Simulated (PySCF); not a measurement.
Computed shifts of a molecule ClFH₅NSi₂, PBE/pcSseg-1 in PySCF, GIAO, gas phase, atoms alike by connectivity averaged where their shifts nearly agree, in ppm (number of nuclei): ¹⁵N: 46.0 (1). ²⁹Si: -8.0 (1), -14.2 (1). ¹⁹F: -274.3 (1). ¹H: 5.93 (1), 5.70 (2), 2.05 (1), 1.52 (1). References: ¹⁵N against NH3 (σ = 267.0 ppm); ²⁹Si against TMS (σ = 335.4 ppm); ³⁵Cl against HCl (σ = 936.5 ppm); ¹⁹F against CFCl3 (σ = 133.6 ppm); ¹H against TMS (σ = 31.49 ppm), references at their B3LYP-D3(BJ)/def2-TZVP geometries, non-relativistic (without spin–orbit terms, shifts of atoms bonded to Cl or Br come out too high). The structure is a stationary point at r2SCAN-D4/def2-SVP. Other conformers were not sampled.

**Question.** Which structure fits?
A) N[Si@@H](Cl)[SiH2]F
B) N[SiH2][Si@H](F)Cl
C) N[Si@@H](F)[SiH2]Cl
D) F[Si@H](Cl)N[SiH3]

**Answer.** A, N[Si@@H](Cl)[SiH2]F
